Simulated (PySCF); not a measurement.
Species: C4H9Br.
Numbering: `[CH3:1][C:2]([CH3:3])([CH3:4])[Br:5]`

A calculation gives these core lines: C 1s: 290.84 (area 3), 291.94 (area 1) eV.

The calculation used delta-SCF UKS SCAN, pcX-2 on the ionised atom, pcseg-1 elsewhere, spin-free X2C (PySCF). Isolated species at its PBE0-D3(BJ)/def2-SVP geometry, gas phase.

Task: Assign the C 1s lines to atoms.

Result: 290.84 eV: C1/C3/C4 (methyl carbon); 291.94 eV: C2 (sp3 C–Br carbon). The listed C 1s values span 1.10 eV, from C1/C3/C4 (bonded to C and 3 H) to C2 (bonded to Br and 3 C). Summing the Pauling electronegativity differences to the bonded atoms, each weighted by its formal bond order, gives -1.05 for the lowest site and +0.41 for the highest.

Bonded neighbours of each site: C1/C3/C4: C and 3 H; C2: Br and 3 C.

Task: Express the binding energy of C 1s of C1/C3/C4 in atomic units and per mole.

Result: 290.84 eV = 10.6882 Eh = 28062 kJ/mol.

The first atom of each set that the bonding makes equivalent was ionised and stands for the set. No level of bromine is listed.
